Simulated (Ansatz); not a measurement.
Ca4O4. Total charge 0; singlet. Geometry relaxed at PBE-D4/def2-SVP.

Cartesian coordinates in Å:
```
Ca 1.7297 1.7836 -1.1663
Ca 1.6343 -2.0819 -0.7582
Ca -1.7073 -1.7795 1.2049
Ca -1.6592 2.0771 0.7150
O -2.2587 0.1985 1.2927
O 2.2596 -0.1981 -1.2905
O -0.0493 -2.5933 0.3029
O 0.0508 2.5937 -0.3004
```

The structure comes from a short search, and lower isomers may exist.

Q: Estimate the harmonic wavenumbers at RKS PBE-D4/def2-SVP (Ansatz, unscaled). Is this a minimum?

A: 15, 37, 63, 74, 108, 109, 142, 143, 161, 219, 308, 375, 376, 442, 583, 697, 697, 712 cm⁻¹. Yes, no mode is imaginary beyond noise. Zero-point energy 31.5 kJ/mol. Run time 88 s (4 threads of Intel Xeon Platinum 8259CL on a shared host).
